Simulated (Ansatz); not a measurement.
One change: `C[Si](C)(F)Br` becomes `C[SiH](F)Br`.

Ansatz, PBE0-D4/def2-TZVP geometries, multiplicity 1. 

Scalar relativity is left out up to krypton.

| property | `C[Si](C)(F)Br` |
| --- | --- |
| size of the dipole moment (ωB97M-V/def2-TZVPP) / D | 2.46 |
| LUMO energy (B3LYP/def2-TZVPP) / eV | 0.53 |
| HOMO–LUMO gap (ωB97M-V/def2-TZVPP) / eV | 12.80 |
| LUMO energy (PBE/def2-TZVPP) / eV | -0.01 |
| HOMO energy (PBE/def2-TZVPP) / eV | -7.00 |
| HOMO–LUMO gap (B3LYP/def2-TZVPP) / eV | 8.57 |

(1) What does the change do to each property? (An estimate is asked.)

## Answers

(1) The calculation gave: 
```json
{"property": "size of the dipole moment (ωB97M-V/def2-TZVPP) / D", "`C[SiH](F)Br`": "2.11", "shift": "-0.35"}
{"property": "LUMO energy (B3LYP/def2-TZVPP) / eV", "`C[SiH](F)Br`": "0.28", "shift": "-0.25"}
{"property": "HOMO–LUMO gap (ωB97M-V/def2-TZVPP) / eV", "`C[SiH](F)Br`": "13.01", "shift": "0.21"}
{"property": "LUMO energy (PBE/def2-TZVPP) / eV", "`C[SiH](F)Br`": "-0.40", "shift": "-0.39"}
{"property": "HOMO energy (PBE/def2-TZVPP) / eV", "`C[SiH](F)Br`": "-7.20", "shift": "-0.20"}
{"property": "HOMO–LUMO gap (B3LYP/def2-TZVPP) / eV", "`C[SiH](F)Br`": "8.52", "shift": "-0.05"}
```

With PBE0 the HOMO falls by 0.21 eV and the LUMO falls by 0.37 eV, so the gap narrows by about 0.16 eV. PBE moves the HOMO by -0.20 eV and ωB97M-V by -0.20 eV. Dipoles are sizes alone; their direction can turn.

B3LYP here is the variant with VWN-RPA as its local correlation; programs differ in this.

Spin–orbit coupling is left out; it splits and shifts lone-pair levels of the heavy atoms by tenths of an eV.
